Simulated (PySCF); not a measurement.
# Correlation energy of Cl⁺ (chlorine, charge +1)

[Ne] 3s2 3p4, high-spin 3P determinant. Calculation: PySCF 2.14, in def2-TZVPPD; the non-relativistic Hamiltonian (point nucleus). Frozen: 1s2; 14 electrons correlated.

| level | correlation energy (mhartree) |
| --- | --- |
| CCSD | -306.67 |
| (T) | -5.76 |
| CCSD(T) | -312.43 |

Diagnostics: T1 = 0.0063, D1 = 0.0303, largest double amplitude 0.037.

Cost of the coupled-cluster step: about 8 core-seconds, for 14 correlated electrons.

This basis was not built for core-valence correlation, so the inner-shell part is incomplete.
